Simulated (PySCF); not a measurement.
Vanadium: a sound run and one with changed settings

Sound run: V [Ar] 3d3 4s2, V⁺ [Ar] 3d4. Calculation: PySCF 2.14, in cc-pVTZ (7s6p4d2f1g, 68 functions); the non-relativistic Hamiltonian (point nucleus). In the sound run the correlated levels freeze [Ar]. The sound run starts from symmetry-adapted Hartree-Fock orbitals and uses a fine grid where one is needed.

Changed run: scalar relativity by spin-free X2C-1e. This setting is unsound on purpose.

```tsv
species	method	sound run (hartree)	changed run (hartree)	converged
V	UHF	-942.89200	-947.32871	yes
V	BP86	-944.01909	-948.45421	yes
V	MP2	-942.95045	-947.38779	yes
V⁺	UHF	-942.67479	-947.10216	yes
V⁺	BP86	-943.78599	-948.21082	yes
V⁺	MP2	-942.72015	-947.14779	yes
```

Ionisation energy of V:

| method | sound run (eV) | changed run (eV) |
| --- | --- | --- |
| UHF | 5.911 | 6.165 |
| TPSS | 6.047 | 6.361 |
| BP86 | 6.343 | 6.623 |
| MP2 | 6.267 | 6.531 |
| SCS-MP2 | 6.773 | 7.037 |

Most of the change in total energy is the relativistic energy itself. On top of that the contraction fixes the core shape for the Hamiltonian it was made with, so the changed run is not a good calculation with the other Hamiltonian either.

For comparison, NIST gives 6.746 eV between the lowest levels.
